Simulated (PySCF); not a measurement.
# Small edits and their spectra

Starting compound: `C1(=O)CC(/C([SiH3])=C/[SiH3])C1`, C$_{6}$H$_{12}$OSi$_{2}$.

1H NMR (500 MHz, computed): δ 6.79 (q, 1H), 4.28 (s, 3H), 4.24 (d, 3H), 3.19 (m, 2H), 3.12 (m, 1H), 2.96 (m, 2H). 13C{1H} NMR (computed): δ 209.0 (C), 171.4 (C), 141.5 (CH), 53.2 (CH2), 36.7 (CH).

Relativity neglected, averaged over atoms made equivalent by symmetry, fast rotation or ring inversion, single conformer, in vacuum. Structure optimised with GFN2-xTB; shielding tensors at PBE0/pcSseg-1 (GIAO); PySCF 2.14.

Shifts are taken against calculated references (same method and geometry level): 1H, 13C vs TMS. Where no couplings were computed, multiplicities follow the n + 1 count of equivalent neighbours, and m marks all less simple cases (inequivalent or close neighbours, rings, F or P nearby). Shifts are as computed. Against solution values, carbons near 30 ppm lie about +3 ppm off and those near 130 ppm about +5 ppm. Of 1309 compounds with measured shifts, 239 miss one by over three times the rms of a fit or turn the order of signals round; such compounds aren't used in these exercises.

(1) What are the spectra after this edit: ring closed by a new C-C bond, giving `O=C1C[C@@H]2C([SiH3])=C([SiH3])[C@H]12`?

(2) What are the spectra after this edit: O inserted into a C-Si bond, giving `O=C1CC(/C([SiH3])=C\O[SiH3])C1`?

(3) What are the spectra after this edit: C replaced by Si, giving `O=C1C[SiH](/C([SiH3])=C/[SiH3])C1`?

(4) What are the spectra after this edit: Si replaced by C, giving `C/C=C(\[SiH3])C1CC(=O)C1`?

(5) What are the spectra after this edit: C-C bond made double, giving `O=C1C=C(/C([SiH3])=C\[SiH3])C1`?

Results:

(1) 1H NMR (500 MHz, computed): δ 4.29 (m, 1H), 4.18 (s, 3H), 4.15 (s, 3H), 3.36 (m, 1H), 2.86 (m, 1H), 2.82 (m, 1H). 13C{1H} NMR (computed): δ 210.7 (C), 182.3 (C), 170.9 (C), 78.2 (CH), 45.4 (CH2), 39.6 (CH).

(2) 1H NMR (500 MHz, computed): δ 6.41 (s, 1H), 5.08 (s, 3H), 4.17 (s, 3H), 4.03 (m, 1H), 3.42 (m, 2H), 2.83 (m, 2H). 13C{1H} NMR (computed): δ 213.8 (C), 152.2 (CH), 121.4 (C), 54.9 (CH2), 20.9 (CH).

(3) 1H NMR (500 MHz, computed): δ 7.98 (q, 1H), 4.80 (m, 1H), 4.38 (s, 3H), 4.27 (d, 3H), 2.72 (m, 2H), 2.36 (m, 2H). 13C{1H} NMR (computed): δ 205.4 (C), 167.9 (C), 166.2 (CH), 40.8 (CH2).

(4) 1H NMR (500 MHz, computed): δ 6.45 (q, 1H), 4.25 (s, 3H), 3.13 (m, 2H), 2.99 (m, 1H), 2.81 (m, 2H), 2.02 (d, 3H). 13C{1H} NMR (computed): δ 210.0 (C), 147.5 (CH), 141.5 (C), 53.8 (CH2), 32.4 (CH), 22.8 (CH3).

(5) 1H NMR (500 MHz, computed): δ 7.46 (q, 1H), 5.93 (s, 1H), 4.38 (s, 3H), 4.24 (d, 3H), 3.32 (s, 2H). 13C{1H} NMR (computed): δ 186.9 (C), 180.3 (C), 159.2 (C), 159.1 (CH), 140.9 (CH), 53.9 (CH2).
